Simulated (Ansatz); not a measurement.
Geometry optimisation, Ansatz, RKS r2SCANh/6-31G*.

Input file:

```yaml
crystal:
  periodic: [false, false, false]
  atoms:
    - { symbol: Si, position_ang: [-0.2958, -1.221, -0.3358] }
    - { symbol: F, position_ang: [0.9898, -1.2917, -1.2902] }
    - { symbol: F, position_ang: [-1.3141, -0.5927, -1.4032] }
    - { symbol: H, position_ang: [-0.1916, -0.3373, 0.9509] }
    - { symbol: "N", position_ang: [0.2265, 0.8409, 0.4677] }
    - { symbol: H, position_ang: [-0.4905, 1.5288, 0.6471] }
    - { symbol: H, position_ang: [1.0758, 1.073, 0.9635] }
basis:
  gaussian: { orbitals: "6-31G*" }
hamiltonian:
  xc: r2scanh
relax:
  f_tol: 0.15
  max_steps: 25
  restrain:
    - { distance: [0, 3], at: 2.72, k: 30.0 }
    - { distance: [0, 4], at: 3.12, k: 30.0 }
    - { distance: [3, 4], at: 1.02, k: 30.0 }
```

Launched with:

```bash
$ ansatz run input.yaml --threads 2 --pin off --max-ram 3072MiB --backend cpu --events-out ev --progress --plain --runs-dir out
```

Task: Where does it end, and by what steps?

Result: It converged. The restraints hold the end off the free minimum. After 9 steps the energy has fallen by 1.450 eV (the restraints' own energy left out); H4 moved furthest, 0.63 Å. Parted: Si1–H4, Si1–N5. Joined: H4–N5.

```
step  energy less start (eV)  largest force component (eV/Å)  accepted
   0                  0.0000                           3.178       yes
   1                 -0.3892                           4.967       yes
   2                 -0.8299                           5.535       yes
   3                 -1.1912                           2.744       yes
   4                 -1.2064                           1.955       yes
   5                 -1.3391                           1.319       yes
   6                 -1.4325                           1.485       yes
   7                 -1.4417                           0.512       yes
   8                 -1.4462                           0.726       yes
   9                 -1.4498                           0.552       yes
```

```xyz
7
Properties=species:S:1:pos:R:3
Si -0.353 -1.623 -0.742
F 0.945 -1.696 -1.692
F -1.412 -0.940 -1.746
H -0.095 0.193 1.285
N 0.243 1.011 0.782
H -0.440 1.751 0.900
H 1.113 1.304 1.213
```

Whether the end is a true minimum wasn't checked by a vibrational analysis.

Run time: 12 s on 2 threads of Intel(R) Xeon(R) Platinum 8559C (Emerald Rapids) (shared host), peak memory 0.17 GiB.
